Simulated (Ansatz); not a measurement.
C2H8Si, SMILES `CC[SiH3]` (charge 0, multiplicity 1).

Computed with frozen-core CCSD(T)/6-31g // B3LYP-D3(BJ)/def2-TZVP (Ansatz, a first-principles code).

Ansatz 0.2 input:
```yaml
crystal:
  periodic: [false, false, false]
  atoms:
    - { symbol: C, position_ang: [-1.423498, 0.089851, -0.183616] }
    - { symbol: C, position_ang: [-0.103144, -0.629446, -0.485955] }
    - { symbol: Si, position_ang: [1.418795, 0.331591, 0.061938] }
    - { symbol: H, position_ang: [-1.472113, 1.058483, -0.685722] }
    - { symbol: H, position_ang: [-1.541003, 0.270992, 0.886946] }
    - { symbol: H, position_ang: [-2.283797, -0.495727, -0.514521] }
    - { symbol: H, position_ang: [-0.08466, -1.608087, 0.003061] }
    - { symbol: H, position_ang: [-0.016243, -0.826001, -1.558816] }
    - { symbol: H, position_ang: [2.661954, -0.413561, -0.25673] }
    - { symbol: H, position_ang: [1.374811, 0.573235, 1.526183] }
    - { symbol: H, position_ang: [1.468891, 1.648671, -0.621531] }
basis:
  gaussian: { orbitals: "6-31g" }
correlation:
  method: ccsd_t
```

Output:

```
Functional definition: HF
650 factors; integrals over basis functions are off by at most 1.8e-4 eV
mean field evaluation 1: about -10045.7703 eV, gradient 2.0e1 eV
mean field evaluation 2: about -10045.7691 eV, gradient 2.0e1 eV
mean field evaluation 4: about -10047.0430 eV, gradient 2.1e0 eV
mean field evaluation 8: about -10047.0561 eV, gradient 8.1e-5 eV
mean field evaluation 16: about -10047.0581 eV, gradient 5.1e-2 eV
mean field -10047.05605125 eV, -369.2224997441 hartree, gradient 2.5e-6 eV, S^2 0.000000; 1 other end points of the search recorded, 0 dependent functions left out
7 core orbitals not correlated
reference -10047.05605125 eV, -369.2224997441 hartree; 10, 10 occupied and 30, 30 virtual orbitals, 650 factors
second order -6.58895889 eV of doubles, -0.00000000 eV of singles
cycle   1  -7.41939055 eV  change   -8.3e-1 eV  update   7.0e-2
cycle   2  -7.79680503 eV  change   -3.8e-1 eV  update   2.6e-2
cycle   3  -7.82661697 eV  change   -3.0e-2 eV  update   5.7e-3
cycle   4  -7.82767243 eV  change   -1.1e-3 eV  update   1.6e-3
cycle   5  -7.82791821 eV  change   -2.5e-4 eV  update   4.2e-4
cycle   6  -7.82796148 eV  change   -4.3e-5 eV  update   1.1e-4
cycle   7  -7.82797895 eV  change   -1.7e-5 eV  update   2.9e-5
cycle   8  -7.82798576 eV  change   -6.8e-6 eV  update   8.5e-6
perturbative correction -0.15356726 eV, -0.0056434926 hartree
Total energy: -10055.03760427 eV, -369.5158164075 hartree
```
